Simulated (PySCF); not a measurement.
C5H7O2P.
Atom-mapped SMILES: `[OH:1][CH2:2][PH:3][c:4]1[cH:5][cH:6][cH:7][o:8]1` (hydrogens: H9 on O1; H10, H11 on C2; H12 on P3; H13 on C5; H14 on C6; H15 on C7)

Cartesian coordinates in Å at the PBE0-D3(BJ)/def2-SVP level; atoms count from 1:
```xyz
15
C5H7O2P angstrom
O     -2.1924    0.8944    0.1320
C     -2.2953   -0.4888    0.0744
P     -1.0051   -1.3670   -0.9769
C      0.4565   -0.4967   -0.3335
C      1.0117    0.7369   -0.5757
C      2.1507    0.8461    0.2786
C      2.1988   -0.3230    0.9791
O      1.1888   -1.1335    0.6175
H     -1.2878    1.1091    0.3990
H     -2.2506   -0.9720    1.0722
H     -3.2764   -0.7440   -0.3585
H     -1.1426   -0.5144   -2.1119
H      0.6496    1.4669   -1.2974
H      2.8430    1.6811    0.3596
H      2.8724   -0.7065    1.7415
```

Computed with PySCF at PBE0/pcSseg-1, non-relativistic, on one gas-phase PBE0-D3(BJ)/def2-SVP geometry that isn't relaxed in the solvent. The solvent is an IEF-PCM continuum (Bondi radii, 1.10 Å for H, scaled by 1.2). The model holds no explicit solvent molecules, cavitation or dispersion.

| run | E − E(gas) (kcal/mol) | HOMO (eV) | HOMO–LUMO gap (eV) | dipole (D) |
| --- | --- | --- | --- | --- |
| gas | 0.00 | -6.69 | 6.23 | 1.62 |
| P | -6.41 | -6.61 | 6.28 | 1.96 |
| Q | -4.63 | -6.62 | 6.27 | 1.86 |

Question: The runs were made in chloroform and methanol. Which run belongs to which solvent?

Answer: P = methanol, Q = chloroform. The dielectric constants are 4.711 (chloroform), 32.61 (methanol), and the energy falls further as ε rises. In this model the ground state sees the solvent through ε alone.

Question: How constant is the ratio of the lowering to (ε − 1)/(2ε + 1)?

Answer: 
```tsv
solvent	(ε − 1)/(2ε + 1)	E − E(gas) (kcal/mol)	ratio (kcal/mol)	polarisation term (kcal/mol)
chloroform	0.356	-4.63	-13.0	-4.97
methanol	0.477	-6.41	-13.4	-7.08
```

The ratio changes by +3.2 % in size from chloroform to methanol. The polarisation term is half the interaction of the solute with the induced surface charges.
